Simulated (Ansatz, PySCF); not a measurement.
CH6Cl2Si2 (SMILES [SiH3]C[SiH](Cl)Cl), singlet, geometry from GFN2-xTB, atoms displaced at random by about 0.03 Å a coordinate. Base run: PySCF with PBE/STO-3G, gradient.

PySCF was given this input:
```python
from pyscf import gto, scf, dft

mol = gto.Mole()
mol.atom = '''
    Si   -1.76722890   -1.52604420    0.42087889
    C    -0.36925411   -1.26998598   -0.84458316
    Si    0.73178992    0.23320994   -0.61975236
    Cl   -0.37263222    1.92148657   -0.59969343
    Cl    1.68201547    0.09259558    1.11485710
    H    -2.53830849   -2.79437610    0.07424399
    H    -2.70244166   -0.44950017    0.48693616
    H    -1.16429926   -1.72129027    1.78988431
    H    -0.80582309   -1.25340072   -1.86907183
    H     0.28732448   -2.15428762   -0.92687187
    H     1.73162980    0.41598684   -1.65584078
'''
mol.basis = 'sto-3g'
mol.verbose = 4
mol.build()

mf = dft.RKS(mol)
mf.xc = 'pbe'
mf.kernel()
g = mf.nuc_grad_method()
grad = g.kernel()
```

Programs used: Ansatz (a program for electronic structure), PySCF; a row that names a program was run with it.

The coordinate followed is x of atom 10.

Variants of this job, named by their change:

| change | dE/dx (Eh/bohr) | net force (Eh/bohr) |
|---|---|---|
| base | -0.001620 | 0.000138 |
| density fitting = on; auxbasis_response = off | -0.001653 | 0.000110 |
| grid_response = on | -0.001616 | 0.000000 |
| grids.level = 1; grid_response = on | -0.001603 | 0.000000 |
| grids.level = 5; grid_response = on | -0.001620 | 0.000000 |
| finite difference step (bohr) = 0.01; conv_tol = 1e-11 | -0.001617 | - |
| grids.level = 0; grid_response = off | -0.001505 | 0.010846 |
| grids.level = 0; grid_response = on | -0.002664 | 0.000000 |
| finite difference step (bohr) = 1e-5; conv_tol = 1e-11 | -0.001616 | - |
| conv_tol = 1e-6 | -0.001616 | 0.000138 |
| code = ansatz | -0.001620 | 0.000000 |
| grids.level = 5; grid_response = off | -0.001620 | 0.000010 |

The net force is zero for an exact gradient.
